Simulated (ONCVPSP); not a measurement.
**cerium: one change to an ONCV potential, before and after**

```json
{"Element": "cerium", "Generator": "ONCVPSP 4.0.1", "Type": "optimised norm-conserving Vanderbilt (ONCV)", "Functional": "LDA (Perdew-Wang 92)", "Relativity": "fully relativistic", "Frozen core": "[Kr] 4d10", "Valence charge": "12", "Reference configuration": "4f1 5s2 5p6 5d1 6s2", "Partial waves": "5s+6s: rc 2.55 bohr, ncon 4, nbas 7, qcut 5.9 1/bohr, 2 projectors; 5p: rc 2.35 bohr, ncon 4, nbas 7, qcut 7.4 1/bohr, 2 projectors, debl 4 Ha; 5d: rc 3.80 bohr, ncon 4, nbas 9, qcut 4.1 1/bohr, 2 projectors, debl 0.7 Ha; 4f: rc 1.60 bohr, ncon 5, nbas 9, qcut 10 1/bohr, 2 projectors, debl 2.8 Ha", "Local potential": "polynomial inside 1.15 bohr (lpopt 5, dvloc0 4 Ha)", "Core correction": "Teter function, parameters optimised by the program"}
```

Open shells are filled in proportion to 2j + 1.

Change: f: nproj 1.

Cutoffs: the cutoffs (Ha) at which the residual kinetic energy of the hardest occupied pseudo-wave falls to 1 and 0.1 mHa per electron; they do not see the model core or the augmentation charge, which bear on the density cutoff. Errors are all-electron minus pseudo energies relative to the spin-unpolarised reference configuration.

**Question.** Predict the effect on cutoff, ghosts and configuration errors.

**Answer.** The potential gets neither clearly harder nor softer (49 Ha and 116 Ha → 49 Ha and 116 Ha); both files keep a bound ghost (s); the errors of the 4 common tests hardly move; the range in which the f7/2 phases agree narrows (upper end at the end of the scan → 1.1); the range in which the f5/2 phases agree narrows (upper end at the end of the scan → 1.0).

```tsv
quantity	base	changed
cutoff, loose	49 Ha	49 Ha
cutoff, tight	116 Ha	116 Ha
bound ghosts	s	s
GHOST(+) flags under 300 eV	d5/2 at 66.4 eV, d3/2 at 79.7 eV, p3/2 at 154.1 eV, p1/2 at 165.5 eV	d5/2 at 66.4 eV, d3/2 at 79.7 eV, p3/2 at 154.1 eV, p1/2 at 165.5 eV
error for 4f1 5s2 5p6 5d1 6s1, meV [ΔE 6.26 eV]	-0.6	-0.7
error for 4f1 5s2 5p6 5d1 6s0, meV [ΔE 17.60 eV]	-4.9	-5.0
error for 4f1 5s2 5p6 5d0 6s0, meV [ΔE 36.93 eV]	+27	+27
error for 4f1 5s2 5p6 5d2 6s1, meV [ΔE 0.92 eV]	+1.7	+1.7
s: phases at 2.58 bohr within 0.05 rad from the reference energy up to (Ha; the scan ends near 5)	4.2	4.2
p3/2: phases at 2.39 bohr within 0.05 rad from the reference energy up to (Ha; the scan ends near 5)	to the end of the scan	to the end of the scan
p1/2: phases at 2.39 bohr within 0.05 rad from the reference energy up to (Ha; the scan ends near 5)	to the end of the scan	to the end of the scan
d5/2: phases at 3.86 bohr within 0.05 rad from the reference energy up to (Ha; the scan ends near 5)	2.1	2.1
d3/2: phases at 3.86 bohr within 0.05 rad from the reference energy up to (Ha; the scan ends near 5)	2.3	2.3
f7/2: phases at 1.62 bohr within 0.05 rad from the reference energy up to (Ha; the scan ends near 5)	to the end of the scan	1.1
f5/2: phases at 1.62 bohr within 0.05 rad from the reference energy up to (Ha; the scan ends near 5)	to the end of the scan	1.0
rms error of d²Exc/dni dnj with the model core, mHa	1.42	1.42
```

 A true bound ghost makes a file unfit for plane-wave use even where its test errors are small: the radial tests pick states by their node count and pass the ghost by.
